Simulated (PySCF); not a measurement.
Start geometry of `FB(F)[SiH2]S` from a GFN2-xTB structure with every atom displaced at random (by about 0.01 Å) (Å):
```
atom  x, y, z in Å
F1     1.7238   -1.7890   -0.3762
B2     1.1525   -0.6460    0.0391
F3     2.0339    0.2069    0.4977
Si4   -0.7543   -0.2909    0.0100
S5    -1.1525    1.7731   -0.4672
H6    -1.4424   -0.5449    1.3009
H7    -1.5284   -1.0043   -1.0173
H8     0.0224    2.2758   -0.0394
```

Problem. What comes out of this run: PBE0-D3(BJ)/def2-SVP geometry optimisation, gas phase (PySCF 2.14.0)?

Solution. 
```
atom  x, y, z in Å
F1     1.5175   -1.9525   -0.3576
B2     1.1101   -0.7541    0.0035
F3     2.0438    0.0951    0.3916
Si4   -0.8366   -0.1785   -0.0120
S5    -0.8787    1.8979   -0.5780
H6    -1.4462   -0.4341    1.3317
H7    -1.6302   -0.9133   -1.0375
H8     0.1762    2.2203    0.2036
```

The energy falls by 4.4 kcal/mol over 8 energy and gradient evaluations, the largest force component goes from 0.0419 to 2.0e-04 Eh/bohr, and the atoms move by 0.120 Å rms after alignment. The bond that changes most is B2–Si4 (three-coordinate boron to SiH2 silicon), which lengthens by 0.090 Å. Bonds longer at the end by more than 0.005 Å: 4 of 7; shorter: 1. Among the angles that change most is S5–Si4–H6, from 105.7° to 113.1°. Among the dihedrals that turn most is H6–Si4–S5–H8, from 100° to 78°. Rotational constants go from 5931, 1556, 1309 to 5564, 1594, 1319 MHz. The orientation of the end geometry is arbitrary; only internal coordinates are fixed.

The run used 93 basis functions and 52 SCF cycles in all.

Whether it is a minimum is left open (no frequencies). The numbers are those of one conformer.
